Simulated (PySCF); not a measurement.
**Spinor energies of Ba³⁰⁺ (barium, charge +30)**

Start: [Ar] 3d8; 3d3/2 filled at m_j = -3/2, -1/2, +1/2, +3/2; 3d5/2 filled at m_j = -1/2, +1/2, +3/2, +5/2. Calculated with PySCF 2.14 in an even-tempered Gaussian basis (16 s from 4.9 bohr⁻², ratio 2.8; 12 p from 6.4 bohr⁻², ratio 2.8; 8 d from 6.4 bohr⁻², ratio 2.8; 3 f from 25 bohr⁻², ratio 3): generalised Hartree-Fock with the X2C-1e Hamiltonian and a Gaussian nucleus; one run each with spin-orbit coupling (SO) switched off, then screened by Boettger's factors.

| spinor shell | electrons | ε, spin-free (eV) | ε, screened SO (eV) | weight of nominal j (screened SO) | rms radius, screened SO (bohr) |
| --- | --- | --- | --- | --- | --- |
| 1s1/2 | 2 | -38810.6 | -38805.5 | 1.000 | 0.0292 |
| 2s1/2 | 2 | -7203.8 | -7201.9 | 1.000 | 0.118 |
| 2p1/2 | 2 | -6577.6 | -6848.3 | 1.000 | 0.102 |
| 2p3/2 | 4 | -6577.6 | -6456.1 | 1.000 | 0.107 |
| 3s1/2 | 2 | -2363.7 | -2363.2 | 1.000 | 0.302 |
| 3p1/2 | 2 | -2156.7 | -2218.6 | 0.997 | 0.292 |
| 3p3/2 | 4 | -2156.7 | -2128.6 | 0.998 | 0.304 |
| 3d3/2 | 4 | -1881.3 | -1891.4 | 0.964 | 0.271 |
| 3d5/2 | 4 | -1881.3 | -1873.2 | 0.973 | 0.274 |

| quantity | spin-free | screened SO |
| --- | --- | --- |
| E (hartree) | -7604.31626 | -7607.75809 |
| M_J | 4 | 4 |
| ⟨J²⟩ | 20.000 | 20.001 |
| ⟨L²⟩ | 12.000 | 12.580 |
| ⟨S²⟩ | 2.000 | 1.877 |

Each row is a mean over spinors that exchange with the open shell spreads, by up to 29.222 eV (3p3/2).

Breit and QED terms are absent; they matter most for the inner s and p1/2 levels.

Densities and radii are taken from the X2C orbitals without a picture-change correction, which distorts them close to the nucleus.

Without spin-orbit coupling the j labels of p, d and f shells carry no meaning; the spin-free column gives the mean over the occupied spinors of each nl shell.
